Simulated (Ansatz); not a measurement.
Species: ScCl2, charge 0, multiplicity 2. The spin state was set by rule; other spins were not relaxed. 
Coordinates optimised at B3LYP-D3(BJ)/def2-TZVP (Ansatz, an electronic-structure program):
```xyz
3

Sc     0.3743    -0.2374     0.3359
Cl     1.2833     0.5147    -1.6350
Cl    -1.7457    -0.2214     1.2200
```
Charge 0, spin multiplicity 2.

Quantity: atomisation energy (electronic, to ground-state atoms), in kcal/mol. Valence correlation only, unless marked. UHF or UKS for open shells. No spin-orbit coupling. The frozen core is the preceding noble-gas configuration, with the filled d and f shells of earlier blocks. Non-relativistic. 

| level | program | atomisation energy (kcal/mol) |
|---|---|---|
| HF/def2-SVP | Ansatz | 174.3 |
| LC-wPBE/def2-TZVPD | Ansatz | 227.8 |
| wB97X-V/def2-TZVPD | Ansatz | 227.7 |
| SCS-MP2/6-31G | Ansatz | 179.3 |
| CCSD/STO-3G | Ansatz | 277.2 |
| CCSD(T)/def2-TZVPP | Ansatz | 213.7 |

The T1 diagnostic of CCSD in the largest basis is 0.084, which is high, so the coupled-cluster rows are less sure than usual.
